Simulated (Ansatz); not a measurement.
Consider the ligand exchange at the Si–S bond: `C[SiH2]S[SiH3]` + HBr → `C[SiH2]Br` + `[SiH3]S`.

Gas-phase electronic energies from Ansatz, PBE0-D4/def2-TZVP geometries. CCSD(T)/CBS is the MP2 limit (def2-TZVPP, def2-QZVPP) plus CCSD(T) − MP2 in def2-TZVPP, frozen cores. DFT in def2-TZVPP. B3LYP here is the variant with VWN-RPA as its local correlation; programs differ in this. HSE06 is defined as in plane-wave codes. For Br outer-core shells are correlated without core-valence functions, which leaves a few kJ/mol of doubt a bond. Scalar relativity is left out up to krypton. One conformer a species, not always the lowest.

```csv
level,ΔE (kcal/mol)
HSE06-D4,-6.9
B3LYP,-9.1
RPA@PBE/def2-TZVPP,-7.2
SCS-MP2/def2-TZVPP,-7.7
```

What does CCSD(T)/CBS give? (Best estimate.)

Ansatz gave: -7.7 kcal/mol. The listed levels differ from it by 0.8, -1.4, 0.5, 0.0 kcal/mol.

Largest T1 diagnostic among the species: 0.011.

At CCSD(T), def2-SVP lies +0.8 kcal/mol from the extrapolated value and def2-TZVPP +0.5 kcal/mol. Leaving LDA and LC-ωPBE aside and taking each functional with its dispersion term where it has one, the values, not all of them listed here, spread over 2.9 kcal/mol, from B2PLYP to revPBE-D4. LDA lies +1.2 kcal/mol from PBE without D4.
